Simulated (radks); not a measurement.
Values are calculated unless marked as measured or tabulated.
Valence configurations of Al II (all share [Ne]). Level of theory: scalar-relativistic Kohn-Sham, r2SCAN, spin-polarised, spherical densities, finite nucleus; open shells are filled with parallel spins first; meta-GGA in the generalised Kohn-Sham scheme; Fermi nuclear charge, rms radius 3.061 fm (a radial shooting solver on a logarithmic mesh with Libxc functionals). Energies are relative to 3s2; eigenvalues in eV for spin up.

valence	E (eV)	moment (Bohr magnetons)	e(3p)	e(3s)
3s2	0.000	0	-	-14.962
3s1.5 3p0.5	2.642	1	-9.852	-16.085
3s1 3p1	4.342	2	-10.505	-16.844
3s0.5 3p1.5	7.504	2	-10.828	-17.131
3p2	10.640	2	-11.122	-

NIST lists [Ne] 3s2 as the ground configuration; this level of theory agrees among the configurations tried. The energies are those of spherical high-spin densities, not of single terms.
